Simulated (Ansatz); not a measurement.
(1) Predict a relaxed structure of `CN(C)c1ncc(-c2ncc(-c3ncc(C#N)s3)s2)s1`, charge 0, singlet, at PBE-D4/def2-SVP (Ansatz).

Results:

(1) 
```xyz
29

C    -1.5738   -2.0762   -5.2407
N    -0.9342   -2.2607   -3.9474
C    -0.0781   -3.4118   -3.7547
C    -0.9634   -1.2527   -3.0351
N    -1.6668   -0.1384   -3.1692
C    -1.5205    0.6621   -2.0856
C    -0.6865    0.2047   -1.0661
C    -0.3835    0.8685    0.1687
N    -0.8375    2.0712    0.4992
C    -0.3968    2.4499    1.7189
C     0.4284    1.5457    2.3963
C     1.0100    1.7243    3.7001
N     0.8644    2.8238    4.4289
C     1.5061    2.7231    5.6136
C     2.1845    1.5236    5.8524
C     2.9307    1.1485    6.9912
N     3.5477    0.8423    7.9459
S     1.9836    0.4651    4.4713
S     0.6498    0.1225    1.4052
S    -0.0274   -1.3631   -1.5237
H    -0.8188   -1.9438   -6.0478
H    -2.2002   -2.9591   -5.4861
H    -2.2081   -1.1736   -5.1924
H    -0.4729   -4.2644   -4.3407
H     0.9727   -3.2220   -4.0754
H    -0.0680   -3.7112   -2.6859
H    -2.0438    1.6267   -2.0238
H    -0.6799    3.4215    2.1482
H     1.4821    3.5532    6.3345
```
 This is one stationary point.
